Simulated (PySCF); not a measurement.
## Hg²⁺ (mercury, charge +2) across methods

[Xe] 4f14 5d9 6p1, one real determinant (an excited configuration). Calculation: PySCF 2.14, in aug-cc-pwCVDZ-PP with ECP60MDF; scalar relativity through the core potential. The B2PLYP total includes its PT2 part (frozen core); its orbital energies are those of the SCF part.

```tsv
method	E (hartree)	mean ε 5d α (eV)	mean ε 5d β (eV)	mean ε 6p α (eV)	Σ⟨r²⟩ (bohr²)	⟨S²⟩
HSE06	-151.9061	-35.186	-34.241	-17.801	39.44	2.000
r2SCAN	-151.9677	-34.026	-33.033	-17.674	39.26	2.001
BLYP	-151.8892	-33.345	-32.545	-17.379	39.51	2.000
LDA	-151.6443	-33.695	-32.817	-17.664	39.52	2.000
PBE0	-151.9087	-35.614	-34.663	-18.186	39.41	2.001
PBE	-151.9346	-33.541	-32.667	-17.499	39.44	2.000
B2PLYP	-151.7068	-37.499	-36.485	-18.697	39.58	2.001
UHF	-151.08202	-40.784	-39.544	-19.645	39.80	2.002
r2SCANh	-151.9483	-34.802	-33.794	-17.940	39.28	2.001
```

⟨L²⟩ = 8.02 against 12 for a pure F term, so this real determinant mixes terms. Energies and moments cover only the electrons outside the core potential. Spin-orbit coupling, absent here, splits the open shell strongly.
